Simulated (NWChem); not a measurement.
System: C4H4ClF; SMILES ClC1=CC[C@H]1F

```xyz
10

F      1.5192     1.2919     0.2655
C      0.4046     0.9472    -0.4371
C     -0.9067     1.6756    -0.0357
C     -1.4692     0.2984     0.2412
C     -0.3037    -0.3107    -0.0188
Cl     0.2327    -1.9293     0.0056
H      0.6420     0.9986    -1.5138
H     -0.7595     2.3056     0.8551
H     -1.3956     2.2657    -0.8282
H     -2.4651    -0.0613     0.5046
```
Atoms are numbered in this order, from 1.

Computed with NWChem. Coordinates come from a PBE0/def2-SVP optimisation. B3LYP is NWChem's, with the RPA form of VWN correlation. Vertical excitations in the gas phase.

**Question.** Predict the results for B3LYP/def2-SVP, full TDDFT. Quantities: lowest excitation, singlet (eV); lowest state with f > 0.02, singlet (eV); orbital gap (eV).

**Answer.** 
```
Property                                  Result
----------------------------------------  ------
lowest excitation, singlet (eV)             6.55
lowest state with f > 0.02, singlet (eV)    6.55
orbital gap (eV)                            6.65
```
